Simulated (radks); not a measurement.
Values are calculated unless marked as measured or tabulated.
Task: The mean radii <r> (bohr) of the occupied orbitals of an atom or ion are listed with their occupations. Level of theory: non-relativistic Kohn-Sham, PBE, spin-polarised, spherical densities, point nucleus (a radial shooting solver on a logarithmic mesh with Libxc functionals).

| orbital | occ. | <r> |
|---|---|---|
| 1s up | 1 | 0.1269 |
| 2s up | 1 | 0.5841 |
| 2s down | 1 | 0.6007 |
| 2p up | 3 | 0.5145 |
| 3d up | 1 | 1.559 |

Name the element and its charge. Open shells, if any, are filled with parallel spins first.

Result: Z = 12, magnesium, charge +5: Mg5+ in 1s1 2s2 2p3 3d1. The 1s radius gives Z: for a bare nucleus <r> = 1.5/Z, 0.125 bohr for Z = 12, and screening makes it slightly larger (0.1269 here). The occupations add up to 7, and the charge is Z minus that.
